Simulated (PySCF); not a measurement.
Computed IR spectrum (relative IR intensity) of a molecule C₂H₄BF₂N. Geometry optimised at PBE-D3(BJ)/def2-SVP. Other conformers were not sampled. Calculation: PBE-D3(BJ)/def2-SVP in PySCF 2.14.0. Harmonic, unscaled wavenumbers; measured fundamentals usually lie a few per cent lower.

```
ν (cm⁻¹)  relative intensity
--------  ------------------
224                      4.6
562                      7.8
623                       10
910                      6.2
1002                     7.5
1110                     4.8
1236                      71
1340                     3.0
1368                      70
1390                     2.3
1408                      15
1417                     100
1677                      14
2869                      23
2893                      21
3011                     5.7
```

Which molecule gave these data?
A. C/C=N/B(F)F
B. C=C(F)B(N)F
C. NB(F)/C=C\F
D. C/N=C/B(F)F

D, C/N=C/B(F)F
